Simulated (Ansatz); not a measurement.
`CC(F)=C=C[SiH3]` → `C=C1CC1(F)[SiH3]`  (isomerisation)

Gas-phase electronic energies from Ansatz, PBE0-D4/def2-TZVP geometries. CBS: MP2 limit from def2 TZ/QZ plus the TZ coupled-cluster correction, frozen cores. DFT in def2-TZVPP.

```tsv
level	ΔE (kcal/mol)	difference from CCSD(T)/CBS
PBE-D4	10.9	-0.7
r2SCAN-D4	11.6	0.0
PBE0-D4	9.5	-2.1
B2PLYP	13.4	1.8
PBE	11.6	0.0
HF/def2-TZVPP	14.4	2.8
MP2/def2-TZVPP	10.4	-1.2
SCS-MP2/def2-TZVPP	11.6	0.0
CCSD/def2-TZVPP	11.9	0.3
CCSD(T)/def2-TZVPP	12.1	0.5
HF/def2-QZVPP	14.4	2.8
MP2/def2-QZVPP	10.1	-1.5
SCS-MP2/def2-QZVPP	11.3	-0.3
HF/CBS(def2)	14.4	2.8
MP2/CBS(def2)	9.8	-1.8
CCSD/CBS(def2)	11.4	-0.2
CCSD(T)/CBS	11.6	0
```

Largest T1 diagnostic among the species: 0.012.

From PBE to PBE0 (25 % exact exchange), in def2-TZVPP and without D4, ΔE moves by −1.5 kcal/mol. In def2-TZVPP, CCSD(T) changes the Hartree–Fock value by −2.3 kcal/mol (the triples alone add +0.2 kcal/mol) and MP2 by −4.0 kcal/mol.
